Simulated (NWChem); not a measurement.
Species: SiNH4F; SMILES F[SiH2]N

```xyz
7

Si     0.4747     0.0857     0.0293
N     -0.3384    -1.4278     0.1486
F     -0.4855     1.3565    -0.3914
H      1.5076    -0.0343    -1.0476
H      1.0333     0.4115     1.3794
H     -0.9643    -1.6201     0.9340
H     -0.6468    -1.9193    -0.6932
```
Atoms are numbered in this order, from 1.

Level: PBE-D3(BJ)/def2-SVP (NWChem), optimised geometry, unscaled harmonic frequencies. 

### Question
List the harmonic frequencies with IR intensities, and the thermochemistry.

### Answer
```
frequency (cm⁻¹)  IR intensity (km/mol)
----------------  ---------------------
279                                14.4
281                                27.7
405                               191.4
536                                31.1
782                                18.1
796                                36.2
862                                16.6
875                                72.2
904                               115.3
950                               257.9
1494                               40.7
2202                               69.2
2211                              160.3
3499                               26.4
3596                               33.6
```

```json
{
  "zero_point_energy": "28.1 kcal/mol",
  "thermal correction to the enthalpy at 298.15 K (with zero-point energy)": "31.6 kcal/mol",
  "heat capacity Cv": "15.5 cal/(mol K)",
  "entropy at 298.15 K and 1 atm (symmetry number 1)": "67.5 cal/(mol K)",
  "dipole_moment": "1.99 D"
}
```

Rigid rotor and harmonic oscillator.
